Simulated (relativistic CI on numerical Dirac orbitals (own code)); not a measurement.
**Co+: 3d valence photoemission**

Computed with this model: Dirac-Coulomb-Breit CI, orbitals from a KLI potential per configuration, a model potential for QED, valence Slater integrals scaled by 0.8, multiplet model of photoemission in the sudden approximation; configurations [Ar] 3d8 → [Ar] 3d7; 80 K; Lorentzian 0.3 eV and Gaussian 0.5 eV FWHM. Energies are those of the free ion, without screening or charge transfer. The energies are binding energies and can lie tens of eV above those of solids. S is read from ⟨S²⟩ = S(S + 1).

Field parameters in Wybourne normalisation: Oh B⁴₀ = 21Dq, B⁴₄ = √(5/14) B⁴₀. The field is a parameter set, without covalency.

Computed curve for Oh, 10Dq = 10750 cm⁻¹, scaled to 100 at the maximum (points under 2 are left out and the grid is thinned):

Energy (eV), Intensity and a bar:
```
     13.6        2.0 
     13.7        2.3 
     13.8        2.6 
     13.9        3.0 
     14.0        3.5 
     14.1        4.1 #
     14.3        6.1 #
     14.4        7.8 ##
     14.5       10.5 ###
     14.6       14.8 ####
     14.7       21.9 ######
     14.8       33.0 #########
     14.9       48.8 ##############
     15.0       67.9 ####################
     15.1       86.5 ##########################
     15.2       98.6 ##############################
     15.3      100.0 ##############################
     15.4       90.6 ###########################
     15.6       59.0 #################
     15.7       48.3 ##############
     15.8       44.6 #############
     15.9       47.2 ##############
     16.0       52.7 ################
     16.1       57.2 #################
     16.2       57.2 #################
     16.3       51.7 ###############
     16.4       42.6 ############
     16.5       33.0 #########
     16.6       25.6 #######
     16.7       21.7 ######
     16.9       25.1 #######
     17.0       31.2 #########
     17.1       37.9 ###########
     17.2       42.8 ############
     17.3       43.9 #############
     17.4       40.8 ############
     17.5       35.1 ##########
     17.6       29.3 ########
     17.7       25.2 #######
     17.8       23.0 ######
     17.9       22.0 ######
     18.0       20.9 ######
     18.2       16.6 ####
     18.3       13.6 ####
     18.4       10.7 ###
     18.5        8.3 ##
     18.6        6.6 #
     18.7        5.4 #
     18.8        4.5 #
     18.9        3.8 #
     19.0        3.3 
     19.1        2.9 
     19.2        2.7 
     19.3        2.8 
     19.5        3.3 
     19.6        3.6 
     19.7        3.7 
     19.8        3.5 
     19.9        3.0 
     20.0        2.5
```

The ground state has S = 1.00, and the centroid lies at 16.23 eV.
